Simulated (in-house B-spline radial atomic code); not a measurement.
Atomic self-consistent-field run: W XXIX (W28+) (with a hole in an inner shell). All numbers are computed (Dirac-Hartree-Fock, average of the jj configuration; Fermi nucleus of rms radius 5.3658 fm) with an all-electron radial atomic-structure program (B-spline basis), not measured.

In the input, a minus or plus after the letter marks the j = l - 1/2 or j = l + 1/2 subshell.

Command:
```bash
python run_scf.py task.json out
```
Settings (nuclear radius in fm, mass in u):
```
Z                74
configuration    1s2 2s2 2p6 3s2 3p6 3d-3 3d+6 4s2 4p6 4d10 4f1
hamiltonian      dirac
method           hf
spin_polarised   False
nucleus          fermi
rms_radius       5.3658
atomic_mass      183.95093
speed_of_light   137.035999084
```

Output (hartree, bohr):
```
 radial grid: 59 intervals, B-splines of order 8, outer radius 3.6237 bohr

 iter        energy (Eh)    residual
    1      -15652.297361    3.96e+00
    2      -15717.507207    1.09e+00
    3      -15720.803476    4.08e-01
    4      -15721.289205    1.57e-01
    5      -15721.368149    3.76e-02
    6      -15721.372783    7.31e-04
    7      -15721.372786    2.36e-05
    8      -15721.372786    4.07e-07

 total energy                    -15721.37279
 kinetic                           17754.9993
 electron-nucleus                 -37529.8812
 electron-electron                  4053.5091

 first-order corrections (not in the total)
   Gaunt                            19.0391
   retardation                      -2.0142
   frequency dependence             -0.3364
   self-energy                      14.0203
   Uehling                          -2.6298
   Wichmann-Kroll                    0.1044
   recoil                            0.0296

 orbital      occ     eigenvalue          <r>       <r^2>       <1/r>     <1/r^2>       r_max    small
 1s1/2      2.000     -2609.5718    0.0183463 0.000463033     87.0355     18193.1     0.01146  7.79e-02
 2s1/2      2.000      -487.2721    0.0768848  0.00705197     21.1984     2476.52     0.06582  1.77e-02
 2p1/2      2.000      -466.5585    0.0637042  0.00504919     21.1231     779.308     0.04903  1.77e-02
 2p3/2      4.000      -416.9402    0.0716383  0.00624792     17.7601     430.719     0.05583  1.60e-02
 3s1/2      2.000      -143.0158     0.198636   0.0452185     7.86071     565.959      0.1846  5.93e-03
 3p1/2      2.000      -133.7387     0.188892   0.0415453     7.75562     180.677       0.173  5.85e-03
 3p3/2      4.000      -122.8904     0.202847    0.047711     6.90394     102.143      0.1866  5.39e-03
 3d3/2      3.000      -108.0493     0.178534   0.0374263     6.74451      56.919      0.1465  5.19e-03
 3d5/2      6.000      -105.7159     0.181566   0.0384568     6.57501     53.2532      0.1499  5.11e-03
 4s1/2      2.000       -56.1550     0.421869    0.200137     3.50948     158.234      0.4064  2.21e-03
 4p1/2      2.000       -52.2029     0.421876    0.201533     3.42368     50.4829      0.4041  2.14e-03
 4p3/2      4.000       -49.1295     0.445197    0.224089     3.15002     29.3897      0.4279  2.00e-03
 4d3/2      4.000       -42.5452     0.440958    0.222973     3.02687     16.3396      0.4169  1.89e-03
 4d5/2      6.000       -41.9686     0.448819    0.230164     2.93401     14.8844      0.4229  1.81e-03
 4f5/2      0.429       -34.6074     0.425742    0.207354      2.7342     8.89369      0.3599  1.59e-03
 4f7/2      0.571       -34.5209     0.427651     0.20909     2.71902     8.77644      0.3615  1.58e-03
```

Time taken, with all properties: 0.74 s on 1 thread of Arm Neoverse V1, with other jobs on the host.

For the Dirac Hamiltonian the kinetic term is c α·p + (β - 1)c².
